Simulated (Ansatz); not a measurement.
Consider the substitution at a C–Si bond: `CC(C)[SiH3]` + `NB(O)F` → `CC(C)OB(N)F` + SiH₄.

Isolated molecules relaxed with PBE0-D4/def2-TZVP in Ansatz; ΔE leaves out vibrations. CCSD(T)/CBS is the MP2 limit (def2-TZVPP, def2-QZVPP) plus CCSD(T) − MP2 in def2-TZVPP, frozen cores. This one scheme is used for every species. Functionals use def2-TZVPP. B3LYP here is the variant with VWN-RPA as its local correlation; programs differ in this. HSE06 is defined as in plane-wave codes. One conformer a species, not always the lowest.

```csv
level,ΔE (kJ/mol),difference from CCSD(T)/CBS
LDA (SPW92),40.0,-6.1
PBE-D4,46.3,0.2
revPBE-D4,48.1,2.0
r2SCAN-D4,42.3,-3.8
B97M-V,40.1,-6.0
PBE0-D4,47.0,0.9
B3LYP-D4,39.5,-6.6
r2SCANh-D4,43.2,-2.9
r2SCAN0-D4,44.4,-1.7
HSE06-D4,47.2,1.1
BHLYP-D4,38.0,-8.1
CAM-B3LYP-D4,34.9,-11.2
ωB97M-V,42.7,-3.4
B2PLYP,40.9,-5.2
PBE-QIDH,48.1,2.0
PBE,45.4,-0.7
revPBE,47.3,1.2
BLYP,36.4,-9.7
r2SCAN,42.7,-3.4
PBE0,46.4,0.3
B3LYP,37.5,-8.6
r2SCANh,43.5,-2.6
r2SCAN0,44.7,-1.4
HSE06,46.6,0.5
BHLYP,35.6,-10.5
CAM-B3LYP,34.2,-11.9
RPA@PBE/def2-TZVPP,34.9,-11.2
HF/def2-SVP,18.7,-27.4
MP2/def2-SVP,32.5,-13.6
CCSD/def2-SVP,24.1,-22.0
CCSD(T)/def2-SVP,23.5,-22.6
HF/def2-TZVPP,29.3,-16.8
MP2/def2-TZVPP,50.4,4.3
SCS-MP2/def2-TZVPP,43.4,-2.7
CCSD(T)/def2-TZVPP,42.1,-4.0
HF/def2-QZVPP,29.6,-16.5
MP2/def2-QZVPP,52.8,6.7
SCS-MP2/def2-QZVPP,46.0,-0.1
HF/CBS(def2),29.6,-16.5
CCSD/CBS(def2),45.5,-0.6
CCSD(T)/CBS,46.1,0
```

Largest T1 diagnostic among the species: 0.011.

In def2-TZVPP, CCSD(T) changes the Hartree–Fock value by +12.8 kJ/mol (the triples alone add +0.7 kJ/mol) and MP2 by +21.1 kJ/mol. At CCSD(T), def2-SVP lies −22.6 kJ/mol from the extrapolated value and def2-TZVPP −4.0 kJ/mol. Leaving LDA and LC-ωPBE aside and taking each functional with its dispersion term where it has one, the values spread over 13.3 kJ/mol, from CAM-B3LYP-D4 to revPBE-D4. LDA lies −5.4 kJ/mol from PBE without D4.
